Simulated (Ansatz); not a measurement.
C$_{4}$H$_{10}$Si, SMILES `C/C=C\C[SiH3]` at its PBE0-D4/def2-TZVP geometry, where that method's forces vanish. Charge 0, multiplicity 1.

```xyz
15

C    -0.4960    0.9317   -1.8174
C    -1.2602    0.7765   -0.5474
C    -1.0328   -0.1092    0.4207
C     0.0548   -1.1299    0.4706
Si    1.5223   -0.4796    1.4587
H    -0.0410    1.9257   -1.8770
H     0.3032    0.1972   -1.9222
H    -1.1570    0.8386   -2.6850
H    -2.0883    1.4669   -0.4075
H    -1.6780   -0.0737    1.2951
H     0.4102   -1.4062   -0.5255
H    -0.2995   -2.0478    0.9497
H     1.0775   -0.0579    2.8140
H     2.5712   -1.5269    1.6087
H     2.1136    0.6945    0.7644
```

Q: What forces (eV/Å) does B3LYP-D4/def2-TZVPP give on these atoms in Ansatz? (Best estimate.)

A: The calculation gave: 
```
C1   0.101  0.027 -0.173
C2  -0.156  0.070  0.111
C3  -0.179  0.046  0.084
C4   0.074 -0.165 -0.031
Si5  0.164  0.048  0.096
H6  -0.012 -0.043 -0.010
H7  -0.042  0.047 -0.010
H8   0.037  0.005  0.026
H9   0.055 -0.036 -0.017
H10  0.045 -0.008 -0.056
H11 -0.030  0.002  0.062
H12  0.013  0.039 -0.035
H13  0.029 -0.024 -0.085
H14 -0.060  0.064 -0.008
H15 -0.038 -0.074  0.047
```

B3LYP here is the variant with VWN-RPA as its local correlation; programs differ in this.
